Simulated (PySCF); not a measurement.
BrClH2Sn. Atoms are numbered in the order given.

```xyz
5

Sn     0.6041     0.5152     0.0000
Cl    -1.1773     2.0396     0.0000
Br    -0.3742    -1.7680     0.0000
H      1.4545     0.7237    -1.4606
H      1.4545     0.7237     1.4606
```
Charge 0, spin multiplicity 1.

Geometry optimised at PBE0-D3(BJ)/def2-SVP. The def2 effective core potentials stand for the cores of Sn; spin–orbit coupling is left out.

Level of theory: PySCF 2.14.0 with PBE0-D3(BJ)/def2-SVP.

Frequencies are harmonic and unscaled.

| mode | ν (cm⁻¹) | IR (km/mol) | Raman (Å⁴/amu) | depolarisation | moving atoms (share of kinetic energy) |
|---|---|---|---|---|---|
| 1 | 96 | 3.0 | 3.3 | 0.71 | Cl 55 %, Br 25 %, Sn 20 % |
| 2 | 266 | 27.5 | 6.9 | 0.19 | Br 60 %, Sn 39 % |
| 3 | 382 | 51.3 | 7.9 | 0.23 | Cl 76 %, Sn 24 % |
| 4 | 411 | 25.3 | 9.3 | 0.75 | H 93 % |
| 5 | 515 | 0.9 | 24.9 | 0.75 | H 99 % |
| 6 | 646 | 168.6 | 19.5 | 0.72 | H 98 % |
| 7 | 679 | 109.2 | 25.6 | 0.65 | H 99 % |
| 8 | 1967 | 68.1 | 338.1 | 0.08 | H 100 % |
| 9 | 1984 | 124.0 | 122.3 | 0.75 | H 99 % |
